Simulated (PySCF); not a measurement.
# Which determinant of CuO⁻ lies lowest?

Unrestricted PBE0; basis Cu aug-cc-pVDZ-PP with ECP10, O aug-cc-pVDZ; scalar-relativistic core potentials; PySCF 2.14. Outer shells of the fragments: Cu 3d10 4s1; O− 2s2 2p5.

Followed along the bond (rough minima from three points):

```
2Ms+1  unpaired  ⟨S²⟩ at the start  R at minimum (Å)  Te (eV)
    1      none               0.00              1.68     0.00
    3      σ ↑↑               2.01              1.71     0.83
```

Solutions found at the starting distance of 1.835 Å, counted from the lowest of them; the search is not exhaustive and high or unbound solutions are not listed, so other states can lie among these:

| 2Ms+1 | unpaired | term | E (eV) | ⟨S²⟩ | ⟨Lz²⟩ | μ (D) |
| --- | --- | --- | --- | --- | --- | --- |
| 1 | none | ¹Σ⁺ | 0.00 | 0.00 | 0.00 | -5.74 |
| 3 | σ ↑↑ | ³Σ⁺ | 0.75 | 2.01 | 0.00 | -2.83 |
| 3 | σ ↑, δ ↑ | ³Δ | 1.82 | 2.01 | 4.00 | -3.47 |

A term symbol is given only where ⟨S²⟩ and ⟨Lz²⟩ are close to those of a pure state; real π, δ and φ orbitals otherwise mix terms. A positive dipole points towards O; it is taken about the centre of mass and depends on that origin.

**Question.** Compare the gap between the two lowest followed solutions at the starting distance with the gap between their minima.

**Answer.** At PBE0 the second solution (triplet, unpaired electrons σ ↑↑) lies +0.75 eV from the first (singlet, closed shell) at 1.835 Å and +0.83 eV at the minima; the two curves relax by different amounts, since their minima lie near 1.71 and 1.68 Å.
